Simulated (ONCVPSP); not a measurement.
**tin: one change to an ONCV potential, before and after**

Sn, optimised norm-conserving Vanderbilt (ONCV), made with ONCVPSP 4.0.1 (PBE, scalar-relativistic). Core [Kr] 4d10, reference 5s1.75 5p2.25. Waves: 5s: rc 1.90 bohr, ncon 4, nbas 8, qcut 3.3 1/bohr, 1 projector; 5p: rc 2.30 bohr, ncon 4, nbas 8, qcut 3 1/bohr, 2 projectors, debl 2.6 Ha. Local part: polynomial inside 1.60 bohr (lpopt 5, dvloc0 6 Ha). Core correction: polynomial model core, fcfact 0.15.

Change: s: rc 1.7.

Cutoffs: the cutoffs (Ha) at which the residual kinetic energy of the hardest occupied pseudo-wave falls to 1 and 0.1 mHa per electron; they do not see the model core or the augmentation charge, which bear on the density cutoff. Errors are all-electron minus pseudo energies relative to the spin-unpolarised reference configuration.

Question: How do hardness, ghosts and transferability respond?

Answer: The potential gets harder (6.8 Ha and 29 Ha → 9.6 Ha and 55 Ha); the errors of the 4 common tests hardly move; neither file shows a bound ghost. A smaller radius makes the pseudo-wave follow the all-electron one further in, where it bends more sharply, so more plane waves are needed.

```csv
quantity,base,changed
"cutoff, loose",6.8 Ha,9.6 Ha
"cutoff, tight",29 Ha,55 Ha
loose cutoff by channel,"s 6.8 Ha, p 5.0 Ha","s 9.6 Ha, p 5.0 Ha"
bound ghosts,none,none
GHOST(+) flags under 300 eV,none,none
"error for 5s2 5p2, meV [ΔE -1.72 eV]",-0.4,-0.4
"error for 5s2 5p1, meV [ΔE 5.15 eV]",-5.4,-5.5
"error for 5s2 5p0, meV [ΔE 19.11 eV]",-50,-50
"error for 5s2 5p1.5, meV [ΔE 0.89 eV]",-0.6,-0.6
p: phases at 2.33 bohr within 0.05 rad from the reference energy up to (Ha; the scan ends near 5),3.4,3.4
"rms error of d²Exc/dni dnj with the model core, mHa",0.59,0.56
```

Base: The cutoffs count occupied waves only; projector 2 of the p channel, the hardest unoccupied one, needs 18 Ha at the loose tolerance.
